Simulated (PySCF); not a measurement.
## Correlation energy of F (fluorine, neutral)

[He] 2s2 2p5, 2P determinant. All numbers are calculated (PySCF 2.14, no relativity, point nucleus, in 6-31G* (3s2p1d, 14 functions)). Frozen: 1s2; 7 electrons correlated.

MP2 pair energies summed by pair of shells (mhartree):

```
 pair  energy  share (%)
2p-2p  -78.89       64.7
2s-2p  -37.20       30.5
2s-2s   -5.83        4.8
```

Total MP2 correlation energy: -121.92 mhartree.

Same-spin part -31.74 and opposite-spin part -90.18 mhartree; SCS-MP2 scales them by 1/3 and 6/5 to -118.80 mhartree.

| level | correlation energy (mhartree) |
| --- | --- |
| CCSD | -132.26 |
| (T) | -1.19 |
| CCSD(T) | -133.45 |

Diagnostics: T1 = 0.0051, D1 = 0.0089, largest double amplitude 0.047.

Cost of the coupled-cluster step: 0.08 s of wall time on 1 thread of Neoverse-V1 (shared host), for 7 correlated electrons.

Iterations:

```
CC2 = 0
CCSD nocc = (np.int64(4), np.int64(3)), nmo = (13, 13)
frozen orbitals [[0], [0]]
max_cycle = 100
direct = 0
conv_tol = 1e-08
conv_tol_normt = 1e-06
diis_space = 8
diis_start_cycle = 0
Init t2, MP2 energy = -0.121918583322931
Init E_corr(UCCSD) = -0.121918583339404
cycle = 1  E_corr(UCCSD) = -0.129594614702505  dE = -0.00767603136  norm(t1,t2) = 0.0250614
cycle = 2  E_corr(UCCSD) = -0.131550843166063  dE = -0.00195622846  norm(t1,t2) = 0.00614829
cycle = 3  E_corr(UCCSD) = -0.132262732365978  dE = -0.0007118892  norm(t1,t2) = 0.00252049
cycle = 4  E_corr(UCCSD) = -0.132262680526012  dE = 5.1839966e-08  norm(t1,t2) = 0.000621156
cycle = 5  E_corr(UCCSD) = -0.132260171316509  dE = 2.5092095e-06  norm(t1,t2) = 0.000104848
cycle = 6  E_corr(UCCSD) = -0.132261441539462  dE = -1.27022295e-06  norm(t1,t2) = 1.71494e-05
cycle = 7  E_corr(UCCSD) = -0.132261377865873  dE = 6.3673589e-08  norm(t1,t2) = 2.36591e-06
cycle = 8  E_corr(UCCSD) = -0.132261379245776  dE = -1.37990236e-09  norm(t1,t2) = 3.09199e-07
UCCSD converged
E(UCCSD) = -99.49567340108406  E_corr = -0.1322613792457757
UCCSD(T) correction = -0.00118965388582958
```
